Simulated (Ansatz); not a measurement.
Basis-set extrapolation for C₂H₅ClSSi, SMILES `C=C[SiH](S)Cl` (PBE0-D4/def2-TZVP geometry, frozen core, Ansatz 0.2.0). Multiplicity 1, RHF reference.

```csv
,def2-TZVPP,def2-QZVPP
HF,-1224.748375,-1224.784746
MP2 correlation,-0.807570,-0.873663
CCSD(T) correlation,-0.907620,not run
```

Energies in hartree. Use E(X) = E(∞) + A·exp(−7.88·√X) for Hartree–Fock and E(X) = E(∞) + B·X^(−2.97) for correlation, with X = 3 and 4, and add CCSD(T) minus MP2 of the smaller set to the MP2 limit.

What is the CCSD(T) energy at the basis-set limit?

HF limit: -1224.784746 + (-0.036371) × 0.13774 = -1224.78976. MP2 limit: -0.873663 + (-0.066093) × 0.74074 = -0.92262. Higher-order term: -0.907620 − (-0.807570) = -0.10005. Total: -1225.81243 hartree, 410.7 kJ/mol below CCSD(T)/def2-TZVPP.
